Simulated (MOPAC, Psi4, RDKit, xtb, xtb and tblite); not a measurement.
Torsional profile of C3H11BSi, SMILES CC([SiH2]B)C. Scanned: dihedral B1–Si2–C3–C4; all other coordinates were relaxed at GFN2-xTB.

Geometry of the scan point at 120° (Å):
```
16

B      2.2519    -0.2939    -0.4254
Si     1.1074     0.2621     1.0548
C     -0.7264     0.1859     0.4239
C     -1.5638    -0.7826     1.2523
C     -1.3723     1.5674     0.4173
H      2.5145    -1.4193    -0.6103
H      2.6612     0.4723    -1.2098
H      1.1593    -0.5663     2.2766
H      1.3084     1.6298     1.5750
H     -0.7255    -0.1816    -0.6099
H     -2.5813    -0.8416     0.8646
H     -1.6134    -0.4524     2.2875
H     -1.1351    -1.7823     1.2335
H     -2.3875     1.5167     0.0225
H     -0.8031     2.2606    -0.1987
H     -1.4204     1.9691     1.4271
```

- GFN2-xTB (xtb and tblite)
- PBE/def2-TZVP // GFN2-xTB (Psi4)
- PBE-D3(BJ)/def2-TZVP // GFN2-xTB (Psi4)
- UFF // GFN2-xTB (RDKit)
- PM6, restricted, heats of formation // GFN2-xTB (MOPAC)
- PM7, restricted, heats of formation // GFN2-xTB (MOPAC)
- GFN1-xTB // GFN2-xTB (xtb)

Least-squares fit of E(φ) = a0 + Σ (a_n cos nφ + b_n sin nφ), n = 1 to 4, to the 12 scan points, in kcal/mol above the lowest point of each profile (levels whose profile four harmonics don't fit are not listed):

```json
[
 {"method": "GFN2-xTB", "a0": "0.79", "a1": "-0.05", "b1": "0.08", "a2": "0.00", "b2": "0.00", "a3": "0.71", "b3": "-0.06", "a4": "0.02", "b4": "-0.05", "rms of fit": "0.04"},
 {"method": "PBE/def2-TZVP", "a0": "1.02", "a1": "0.23", "b1": "-0.44", "a2": "0.05", "b2": "0.06", "a3": "0.84", "b3": "-0.11", "a4": "0.00", "b4": "-0.03", "rms of fit": "0.04"},
 {"method": "PBE-D3(BJ)/def2-TZVP", "a0": "0.99", "a1": "0.18", "b1": "-0.35", "a2": "0.03", "b2": "0.04", "a3": "0.85", "b3": "-0.11", "a4": "0.01", "b4": "-0.03", "rms of fit": "0.05"},
 {"method": "UFF", "a0": "1.43", "a1": "0.14", "b1": "-0.24", "a2": "0.21", "b2": "0.30", "a3": "1.32", "b3": "-0.15", "a4": "-0.09", "b4": "0.11", "rms of fit": "0.10"},
 {"method": "PM6", "a0": "0.70", "a1": "-0.22", "b1": "0.42", "a2": "-0.04", "b2": "-0.07", "a3": "0.37", "b3": "-0.05", "a4": "-0.02", "b4": "0.02", "rms of fit": "0.02"},
 {"method": "PM7", "a0": "0.83", "a1": "-0.09", "b1": "0.17", "a2": "0.05", "b2": "0.06", "a3": "0.56", "b3": "-0.07", "a4": "-0.02", "b4": "0.02", "rms of fit": "0.01"},
 {"method": "GFN1-xTB", "a0": "0.71", "a1": "0.06", "b1": "-0.11", "a2": "0.02", "b2": "0.03", "a3": "0.72", "b3": "-0.08", "a4": "0.02", "b4": "-0.07", "rms of fit": "0.04"}
]
```
